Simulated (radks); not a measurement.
Values are calculated unless marked as measured or tabulated.
Radial electron density D(r) = 4 pi r^2 rho(r) of an atom or ion with 41 electrons. Code: a radial shooting solver on a logarithmic mesh with Libxc functionals. Model: Dirac Kohn-Sham, XLYP, spin-unpolarised, spherical densities, finite nucleus; Fermi nuclear charge, rms radius of each element as measured or else 0.836 A^(1/3) + 0.57 fm.

r (bohr)  D(r) (e/bohr)
0.001967          3.522
0.002603          5.644
0.003444          8.879
0.004593          13.79
0.006078          20.49
0.008042          29.15
0.01064           39.23
0.01419           49.36
0.01878           56.26
0.02484           57.67
0.03314           53.56
0.04384           49.49
0.05801           52.97
0.07737           64.92
0.1024            71.79
0.1355            62.31
0.1792            48.19
0.239             50.23
0.3163            56.47
0.4185            42.18
0.5582            20.15
0.7385            14.46
0.9771            14.88
1.303             9.484
1.724             3.529
2.282            0.8002
3.019            0.1045
4.026          0.005190

What is the nuclear charge?

Answer. Z = 45. The innermost maximum, from 1s, lies near gamma/Z bohr with gamma = sqrt(1 - (Z/c)^2) = 0.945, here 0.021 bohr (found: 0.0229), and its height grows with Z. The density is that of the rhodium ion Rh4+ in [Kr] 4d5; the configuration itself is not fixed sharply by these data, and Z only to a few units. D(r) has 4 maxima, at r = 0.0229, 0.101, 0.309, 0.895 bohr, and minima at 0.0456, 0.199, 0.715 bohr, inside which lie 2.04, 11.10, 29.12 electrons.
